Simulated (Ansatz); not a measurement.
# Reading a saddle point

A first-order saddle point of SiH2Cl2O2, singlet, PBE0-D4/def2-TZVP, with one imaginary mode of 763i cm⁻¹:

```
7
angstrom
Si 0.3231 0.1317 0.5754
O -0.3600 0.0440 -1.1231
O 1.2456 -1.0472 0.1807
H 0.3524 -0.7733 -1.0365
Cl 0.9984 2.0153 0.8353
Cl -1.2872 -0.1143 1.7916
H -1.2723 -0.2561 -1.2235
```

Computed with Ansatz 0.2.0 (basis: def2-TZVPP and def2-QZVPP); correlated methods freeze the cores. Extrapolation: Hartree–Fock as exp(−7.88 √X), correlation as X^−2.97.

Q: Which contacts change along the imaginary mode, and what lies on either side? (Judge from chemistry; the calculation decides.)

A: The calculation gives: The step is SiH₂Cl₂O₂ ([OH][Si]([OH])([Cl])[Cl]) → SiCl₂O ([O][Si]([Cl])[Cl]) + H₂O (still joined by a long Si–O bond), with the molecules in contact on both sides. Shortening one way: O2–H4; lengthening the same way: Si1–O2, O3–H4.
```json
{"pair": "O2–H4", "one side (Å)": "2.85", "saddle (Å)": "1.09", "other side (Å)": "0.97"}
{"pair": "Si1–O2", "one side (Å)": "1.62", "saddle (Å)": "1.83", "other side (Å)": "1.91"}
{"pair": "O3–H4", "one side (Å)": "0.96", "saddle (Å)": "1.53", "other side (Å)": "2.34"}
```

Q: Which side is lower, and how far does the saddle lie above each? (Judge from chemistry; the value comes from the calculation.)

A: Computed: The side with Si1–O2, O3–H4 short is lower by 50.14 kcal/mol; the saddle lies 54.60 kcal/mol above it and 4.46 kcal/mol above the other (CCSD(T) at an estimated basis limit (MP2 extrapolated from triple and quadruple zeta, plus CCSD(T) − MP2 in triple zeta); electronic energies).

The T1 diagnostic stays at or below 0.014.

Labels in which every atom is bracketed show which atoms are joined, not bond orders.

For scale, one of the runs: CCSD(T)/def2-TZVPP, 216 basis functions, launched by `ansatz run in.yaml --threads 4 --pin off --events-out ev --progress --plain --max-ram 9574MiB`. The run took 86 s on 4 CPU threads of an Arm Neoverse V1 (shared host), with 3 GiB of host memory at its peak.
